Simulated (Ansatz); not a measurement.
```yaml
crystal:
  periodic: [false, false, false]
  atoms:
    - {symbol: Zr, position_ang: [1.318103, 1.487938, 0.069626]}
    - {symbol: Zr, position_ang: [-2.119357, 0.161673, -0.307956]}
    - {symbol: Zr, position_ang: [0.686260, -2.059256, 0.343816]}
    - {symbol: O, position_ang: [-3.557742, 0.100921, 1.047394]}
    - {symbol: O, position_ang: [-2.751319, -0.797455, -1.928483]}
    - {symbol: O, position_ang: [-1.354912, -1.848966, 0.553906]}
    - {symbol: O, position_ang: [-2.104739, 1.953081, -1.060506]}
    - {symbol: O, position_ang: [-0.492025, 0.895551, 1.103494]}
    - {symbol: O, position_ang: [0.946325, -3.197647, 1.885660]}
    - {symbol: O, position_ang: [0.146254, -0.272500, -0.963521]}
    - {symbol: O, position_ang: [1.263443, -3.107815, -1.178085]}
    - {symbol: O, position_ang: [2.039704, -0.588959, 0.864248]}
    - {symbol: O, position_ang: [0.354577, 3.047559, -0.775307]}
    - {symbol: O, position_ang: [2.684931, 1.347794, -1.328929]}
    - {symbol: O, position_ang: [2.208234, 2.246840, 1.645024]}
    - {symbol: H, position_ang: [-4.353643, 0.597069, 1.289852]}
    - {symbol: H, position_ang: [-2.968388, -0.432798, -2.801435]}
    - {symbol: H, position_ang: [-1.960316, -2.292222, 1.174000]}
    - {symbol: H, position_ang: [-1.350223, 2.598763, -1.008343]}
    - {symbol: H, position_ang: [-0.736419, 1.298865, 1.954866]}
    - {symbol: H, position_ang: [1.042592, -3.721519, 2.692035]}
    - {symbol: H, position_ang: [0.272099, -0.409438, -1.921549]}
    - {symbol: H, position_ang: [1.421428, -3.929499, -1.663010]}
    - {symbol: H, position_ang: [2.588391, -0.537505, 1.666687]}
    - {symbol: H, position_ang: [0.703733, 3.569027, -1.518032]}
    - {symbol: H, position_ang: [3.364880, 0.904712, -1.853735]}
    - {symbol: H, position_ang: [2.708128, 2.985785, 2.018293]}
basis:
  gaussian: {orbitals: def2-TZVP, fitting: {mean_field: def2-universal-jkfit}}
total_charge: -1
magnetization: {spin_polarized: true, initial_magnetization: 1}
hamiltonian: {xc: {name: r2SCAN50}}
scf: {omitted_lower_state_checks: [starts]}
output: {forces: true}
```

```sh
$ ansatz run in.yaml --threads 2 --pin off --events-out ev --progress --plain --max-ram 32768MiB --backend cuda --devices 0, --max-vram 18GiB
```

Shortened log:

```
Functional definition: r2SCAN50
  name "r2SCAN50"
  cite "Bursch, Neugebauer, Ehlert & Grimme, J. Chem. Phys. 156, 134105 (2022) doi:10.1063/5.0086040"
  cite "Furness, Kaplan, Ning, Perdew & Sun, J. Phys. Chem. Lett. 11, 8208 (2020) doi:10.1021/acs.jpclett.0c02405"
  cite "Furness, Kaplan, Ning, Perdew & Sun, J. Phys. Chem. Lett. 11, 9248 (2020) doi:10.1021/acs.jpclett.0c03077"
  parent r2scan
  parameter a = 0.5
  parameter k0 = 0.174
  parameter k1 = 0.065
  parameter a1 = 4.9479
  exchange = (1 - a)*r2scan_x(k0 = k0, k1 = k1, a1 = a1) + a*exact_x
  correlation = r2scan_c
these checks for a lower state are left out or cut short: starts
1905 factors; integrals over basis functions are off by at most 9.1e-1 eV
mean field evaluation 1: about -28578.7663 eV, gradient 1.0e2 eV
mean field evaluation 2: about -28551.7566 eV, gradient 1.3e2 eV
mean field evaluation 4: about -28612.0805 eV, gradient 5.5e0 eV
mean field evaluation 8: about -28612.2353 eV, gradient 5.0e-1 eV
mean field evaluation 16: about -28612.2604 eV, gradient 1.4e-2 eV
mean field evaluation 32: about -28612.2604 eV, gradient 7.7e-5 eV
mean field -28612.26043015 eV, -1051.4811767213 hartree, gradient 1.1e-5 eV, S^2 0.750357; 0 other end points of the search recorded, 0 dependent functions left out
the calculation of the forces begins
reference -28612.26047532 eV, -1051.4811783812 hartree; 73, 72 occupied and 491, 492 virtual orbitals, 1905 factors
Total energy: -28612.26047532 eV, -1051.4811783812 hartree
Atom 0 at     1.318103     1.487938     0.069626 Å, force     0.436915    -1.027491     0.213593 eV/Å
Atom 1 at    -2.119357     0.161673    -0.307956 Å, force     0.644318    -0.553932     0.232991 eV/Å
Atom 2 at     0.686260    -2.059256     0.343816 Å, force     0.553915    -1.271976     0.797286 eV/Å
Atom 3 at    -3.557742     0.100921     1.047394 Å, force    -0.932166     0.782626     0.027674 eV/Å
Atom 4 at    -2.751319    -0.797455    -1.928483 Å, force    -0.280779     0.778037    -0.909711 eV/Å
Atom 5 at    -1.354912    -1.848966     0.553906 Å, force    -0.860061     0.236931     0.346516 eV/Å
Atom 6 at    -2.104739     1.953081    -1.060506 Å, force     0.896952     0.570073     0.175874 eV/Å
Atom 7 at    -0.492025     0.895551     1.103494 Å, force    -0.392988     0.686576     0.624762 eV/Å
Atom 8 at     0.946325    -3.197647     1.885660 Å, force    -0.132534     0.188803     0.101942 eV/Å
Atom 9 at     0.146254    -0.272500    -0.963521 Å, force    -0.106440     0.237589    -0.955432 eV/Å
Atom 10 at     1.263443    -3.107815    -1.178085 Å, force    -0.113374    -0.263431    -0.345848 eV/Å
Atom 11 at     2.039704    -0.588959     0.864248 Å, force     0.086156     0.669918     0.482718 eV/Å
Atom 12 at     0.354577     3.047559    -0.775307 Å, force     0.635965     0.604527    -0.902151 eV/Å
Atom 13 at     2.684931     1.347794    -1.328929 Å, force     0.561285    -0.274896    -0.501982 eV/Å
Atom 14 at     2.208234     2.246840     1.645024 Å, force     0.446916     1.011929     0.150969 eV/Å
Atom 15 at    -4.353643     0.597069     1.289852 Å, force     1.188660    -0.715506    -0.374471 eV/Å
Atom 16 at    -2.968388    -0.432798    -2.801435 Å, force     0.336311    -0.494321     1.274254 eV/Å
Atom 17 at    -1.960316    -2.292222     1.174000 Å, force     0.950631     0.453415    -0.731793 eV/Å
Atom 18 at    -1.350223     2.598763    -1.008343 Å, force    -1.047406    -1.007885    -0.037698 eV/Å
Atom 19 at    -0.736419     1.298865     1.954866 Å, force     0.356342    -0.598446    -1.123450 eV/Å
Atom 20 at     1.042592    -3.721519     2.692035 Å, force    -0.071950     0.623179    -1.100096 eV/Å
Atom 21 at     0.272099    -0.409438    -1.921549 Å, force    -0.104847     0.088541     1.284432 eV/Å
Atom 22 at     1.421428    -3.929499    -1.663010 Å, force    -0.188449     0.930488     0.845744 eV/Å
Atom 23 at     2.588391    -0.537505     1.666687 Å, force    -0.683710    -0.267775    -0.915171 eV/Å
Atom 24 at     0.703733     3.569027    -1.518032 Å, force    -0.440711    -0.795210     1.055102 eV/Å
Atom 25 at     3.364880     0.904712    -1.853735 Å, force    -1.020487     0.506892     0.860257 eV/Å
Atom 26 at     2.708128     2.985785     2.018293 Å, force    -0.718465    -1.098656    -0.576310 eV/Å
Dipole moment:    -0.438340     1.917835    -0.471687 e Å
Checks for a lower state left out: starts
```

Hardware: 2 threads of AMD EPYC 7R13 on a shared host and a share (18 GiB) of an NVIDIA H100 80GB HBM3. Wall time 27 s, peak host memory 1.5 GiB.

In the def2 sets Zr takes a core potential; there is no spin–orbit coupling. The highest occupied level of an anion often lies above zero with these methods, and sets without diffuse functions describe the outer electron poorly.

The dipole of an ion depends on the origin.
